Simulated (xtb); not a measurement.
Cl3Ge, SMILES [Cl][Ge]([Cl])[Cl] (connectivity only; charge and spin as stated), charge +1, multiplicity 1. All values are semi-empirical tight-binding results from xtb (GFN2-xTB unless named), good for trends rather than for accurate numbers. Coordinates come from a GFN2-xTB optimisation. The spin state was assumed, not searched. The isomer is the one that the SMILES or the coordinates give; other isomers of the formula were not compared.

Optimised geometry:

Bond lengths (Å): Cl1–Ge2 2.058, Ge2–Cl3 2.058, Ge2–Cl4 2.058. Angles (°): Cl1–Ge2–Cl3 120.0, Cl1–Ge2–Cl4 120.0, Cl3–Ge2–Cl4 120.0.
Charge +1, spin multiplicity 1.

For metal compounds this method's bond lengths and energies can be far off.

Q: Estimate the properties. (Estimate from the structure and the level; the computed values follow.)

A: 
| Property | Result |
|---|---|
| point group as xtb finds it | D3h |
| orbital gap | 3.90 eV |
| zero-point energy | 2.2 kcal/mol |
| G − E(el) at 298.15 K (modified RRHO) | -16.9 kcal/mol |

Computed atomic charges and the Wiberg bond orders between heavy atoms:
charges (e) Cl1 0.22, Ge2 0.35, Cl3 0.22, Cl4 0.22. Bond orders Cl1–Ge2 1.39, Ge2–Cl3 1.39, Ge2–Cl4 1.39.
